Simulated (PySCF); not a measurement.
CH3BiF2O. Atoms are numbered in the order given.

```xyz
8

Bi    -0.3956     0.2181     0.0000
F     -0.2408    -1.1711     1.4863
F     -0.2408    -1.1711    -1.4863
O      1.6049     0.7521     0.0000
C      2.6086    -0.2503     0.0000
H      3.5897     0.2526     0.0000
H      2.5443    -0.8961     0.8940
H      2.5443    -0.8961    -0.8940
```

Coordinates come from a B3LYP-D3(BJ)/def2-SVP optimisation. The def2 effective core potentials stand for the cores of Bi; spin–orbit coupling is left out. One conformer was computed; it need not be the lowest.

All values below come from ωB97X/def2-TZVP in PySCF.

Symmetry labels are those of the subgroup Cs that the program uses (full group Cs).

Problem. List the valence orbital energies around the gap with their symmetry. (The exact figures need the calculation; the answer reports its results.)

Solution. 
```tsv
orbital	symmetry	energy (eV)
HOMO−7	A"	-14.39
HOMO−6	A'	-13.85
HOMO−5	A'	-13.58
HOMO−4	A"	-13.35
HOMO−3	A"	-13.18
HOMO−2	A'	-12.40
HOMO−1	A'	-10.85
HOMO	A"	-10.58
LUMO	A"	0.27
LUMO+1	A'	0.39
LUMO+2	A'	1.04
LUMO+3	A'	4.22
```
